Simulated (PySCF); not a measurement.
Adding and removing an electron: InF

PBE; PySCF, scalar-relativistic core potentials, basis sets In aug-cc-pVDZ-PP with ECP28, F aug-cc-pVDZ. Neutral (UKS): singlet (closed shell), Re = 2.044 Å, ωe = 490 cm⁻¹, De = 5.78 eV, HOMO -6.59 eV, LUMO -2.34 eV.

InF⁻ (UKS): doublet (π ↑), Re = 2.114 Å, ωe = 400 cm⁻¹, De = 2.34 eV to In + F⁻. The energies at the minima are -289.96246 hartree for InF and -289.97157 for InF⁻.

(1) Work out the adiabatic electron affinity, without and with harmonic zero-point energies (1 hartree = 27.2114 eV, 1 eV = 8065.5 cm⁻¹), and the change of the bond length.

Spin–orbit coupling is left out, which matters for elements this heavy, above all for dissociation energies. For an ion De counts to the pair picked by the measured ionisation energies or electron affinities, which need not be the lowest pair at this level. The highest Kohn–Sham level is positive in this anion. Much of that is self-interaction error, but it also means that the finite basis helps to hold the extra electron. States were picked by a PBE0 search and need not be the measured ground states.

Answers

(1) At PBE: 0.00911 hartree = 0.248 eV between the minima; the zero-point term (490.0 − 400.0)/2 cm⁻¹ = +0.006 eV makes it 0.253 eV. Re changes by +7.0 pm against the neutral. The electron enters a π orbital; in so polar a molecule the change of length follows mostly from the change of the ionic charges.
